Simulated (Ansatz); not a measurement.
`CC(C)(O)[SiH3]` + H₂ → `CC(O)[SiH3]` + CH₄ at 298.15 K and 1 bar (hydrogenolysis of a C–C bond).

Gas-phase electronic energies from Ansatz, PBE0-D4/def2-TZVP geometries. CCSD(T)/CBS is the MP2 limit (def2-TZVPP, def2-QZVPP) plus CCSD(T) − MP2 in def2-TZVPP, frozen cores. This one scheme is used for every species. One conformer a species, not always the lowest.

```json
{"species": "`CC(C)(O)[SiH3]`", "CCSD(T)/CBS energy (Eh)": "-484.42057", "H − E (kJ/mol)": "343.1", "S (J/(mol·K))": "349.2"}
{"species": "H₂", "CCSD(T)/CBS energy (Eh)": "-1.17544", "H − E (kJ/mol)": "35.1", "S (J/(mol·K))": "130.4"}
{"species": "`CC(O)[SiH3]`", "CCSD(T)/CBS energy (Eh)": "-445.15454", "H − E (kJ/mol)": "267.2", "S (J/(mol·K))": "323.1"}
{"species": "CH₄", "CCSD(T)/CBS energy (Eh)": "-40.46206", "H − E (kJ/mol)": "127.4", "S (J/(mol·K))": "186.2"}
```

H − E and S are ideal-gas, rigid-rotor, harmonic terms from PBE0-D4/def2-TZVP, for one conformer and one mirror image of each species. For small species the MP2-based limit differs from directly extrapolated CCSD(T) by up to some mEh (0.8 for H₂); such offsets cancel only in part. 1 Eh = 2625.50 kJ/mol, R = 8.31446 J/(mol·K).

Q: By hand: ΔE, ΔH, ΔS and ΔG.

A: ΔE = (-445.15454) + (-40.46206) − (-484.42057) − (-1.17544) = -0.02059 Eh = -54.1 kJ/mol. Δ(H − E) = 267.2 + 127.4 − 343.1 − 35.1 = 16.4, so ΔH = -37.7 kJ/mol. ΔS = 323.1 + 186.2 − 349.2 − 130.4 = 29.7 J/(mol·K). ΔG = -37.7 − 298.15 × (29.7)/1000 = -46.6 kJ/mol.

Q: By hand: the equilibrium constant, and the temperature at which ΔG would vanish if ΔH and ΔS stayed fixed.

A: log₁₀ K = −ΔG/(RT ln 10) = 8.2. ΔH and −TΔS have one sign here, so there is no such temperature.

ΔH outweighs TΔS. A doubt of 5 kJ/mol in ΔE shifts log₁₀ K by 0.9 here. Other conformers and mirror images would add mixing entropy, several J/(mol·K) or more a flexible species. These are equilibria of isolated gas molecules and say nothing of rates. Largest T1 diagnostic: 0.011 (customary marks: 0.02 for closed shells, 0.045 for open ones).
